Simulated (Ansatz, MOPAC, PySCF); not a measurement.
N2 (SMILES N#N) and HI (SMILES I) are pulled apart as rigid monomers along the line of their centres of mass, from the B3LYP-D3(BJ)/def2-TZVP minimum. Starting geometry (charge 0, multiplicity 1):
```xyz
4

N      0.10168     0.11003    -1.00507
N      0.21014     0.11947     0.08007
I      0.50589     0.15915     4.28940
H      0.42143     0.14292     2.67653
```

Interaction energies with rigid monomers; basis-set methods are counterpoise corrected unless marked otherwise.

Frozen-core correlation. Filled d and f shells under p-block atoms count as core. Rows in 3-21G carry no dispersion term and start afresh at each structure; the Pople sets are all-electron and without relativity. The state reached by PM7 isn't checked; PM7 holds dispersion and hydrogen-bond terms.

Run with Ansatz (a first-principles code); MOPAC for PM7 (differences of heats of formation); PySCF for 3-21G rows. Each number belongs to the level named beside it. In def2 rows elements past Kr take small-core potentials, without spin–orbit coupling.

```
N2···H4 (Å)  PM7 (kJ/mol)  HF/3-21G (no counterpoise) (kJ/mol)  HF/def2-SVPD (kJ/mol)  CCSD/def2-SVPD (kJ/mol)  CCSD(T)/def2-QZVPPD (kJ/mol)
-----------  ------------  -----------------------------------  ---------------------  -----------------------  ----------------------------
2.34                 -7.8                                 -1.3                    [?]                     -0.1                          -1.7
2.61                 -7.1                                 -2.8                    0.6                     -2.3                          -3.1
3.00                 -5.2                                 -2.5                   -0.8                     -2.5                          -2.7
3.65                 -3.2                                 -1.1                   -0.8                     -1.4                          -1.5
4.69                 -1.7                                 -0.4                   -0.3                      [?]                          -0.5
```

Task: Fill in the missing entries.

Result: 
- 4.69, CCSD/def2-SVPD (kJ/mol): -0.5
- 2.34, HF/def2-SVPD (kJ/mol): 4.2
